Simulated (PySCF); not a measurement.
GaH₃, charge -1, multiplicity 2. Atoms are numbered in the order given.

```xyz
4

Ga     0.0000     0.0000     0.0423
H     -1.3409    -0.7742    -0.4373
H      1.3409    -0.7742    -0.4373
H      0.0000     1.5483    -0.4373
```
Charge -1, spin multiplicity 2.

Geometry optimised at PBE0-D3(BJ)/def2-TZVPD. The multiplicity is an assumed one; other spin states were not compared. The isomer is the one that the SMILES or the coordinates give; other isomers of the formula were not compared.

Level of theory: PBE0-D3(BJ)/def2-TZVPD (PySCF).

Frequencies are harmonic and unscaled.

Modes within 1.5 cm⁻¹ of each other (mostly degenerate sets) share a row, with their intensities summed.

| mode | ν (cm⁻¹) | IR (km/mol) | moving atoms (share of kinetic energy) |
|---|---|---|---|
| 1 | 603 | 217.6 | H 96 % |
| 2–3 | 730 | 311.9 | H 98 % |
| 4–5 | 1706 | 1394.7 | H 98 % |
| 6 | 1720 | 215.4 | H 100 % |
